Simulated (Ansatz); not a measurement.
Ansatz results at the PBE0-D4/def2-TZVP geometry: HOMO energy (PBE0/def2-TZVPP) -9.73 eV; LUMO energy (PBE0/def2-TZVPP) -2.01 eV; LUMO energy (B3LYP/def2-TZVPP) -2.37 eV.

Question: Which molecule gave them?
A. `O[Si](O)(O)[O][GaH2]`
B. `CC(C)[O][GaH][F]`
C. `[F][Ga]([Cl])[Cl]`
D. `CC[N](C)[GaH][CH3]`

Answer: C. The others give `O[Si](O)(O)[O][GaH2]`: -8.00, -0.27, -0.56; `CC(C)[O][GaH][F]`: -8.14, -0.84, -1.15; `CC[N](C)[GaH][CH3]`: -6.14, -0.43, -0.69.

B3LYP here is the variant with VWN-RPA as its local correlation; programs differ in this.
